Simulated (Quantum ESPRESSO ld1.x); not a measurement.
Species: Cr VII. Configuration: [Ar]. Method: Dirac Kohn-Sham, PBEsol, spin-unpolarised, spherical densities, point nucleus; computed with ld1.x of Quantum ESPRESSO 7.5.

Normalised radial functions P(r) = r R(r) (large component), r in bohr:

```
   r/bohr * 2p1/2 (the largest magnitude, 1.91, reaches the edge; | marks zero)
 0.003046 *
 0.003461 *
 0.003934 *
 0.004471 *
 0.005082 *
 0.005776 *
 0.006512 |*
 0.007402 |*
 0.008412 |*
 0.009561 |*
  0.01087 |*
  0.01235 | *
  0.01393 | *
  0.01583 |  *
  0.01799 |  *
  0.02044 |   *
  0.02324 |    *
  0.02641 |      *
  0.02978 |       *
  0.03384 |         *
  0.03846 |           *
  0.04372 |             *
  0.04968 |                *
  0.05602 |                   *
  0.06367 |                       *
  0.07236 |                           *
  0.08224 |                                *
  0.09348 |                                    *
   0.1062 |                                         *
   0.1198 |                                             *
   0.1361 |                                                *
   0.1547 |                                                    *
   0.1759 |                                                     *
   0.1999 |                                                      *
   0.2272 |                                                     *
   0.2561 |                                                  *
   0.2911 |                                              *
   0.3309 |                                         *
    0.376 |                                  *
   0.4274 |                           *
   0.4819 |                     *
   0.5477 |               *
   0.6225 |          *
   0.7075 |      *
   0.8041 |   *
   0.9139 | *
     1.03 |*
    1.171 *
    1.331 *
    1.513 *
    1.719 *
    1.954 *
    2.203 *
    2.504 *
    2.846 *
    3.235 *
    3.676 *
    4.178 *
    4.711 *
    5.355 *
    6.086 *
```

2p1/2: eigenvalue -682.87 eV, 0 radial nodes, <r> = 0.258 bohr, 90 % of the charge inside 0.424 bohr.
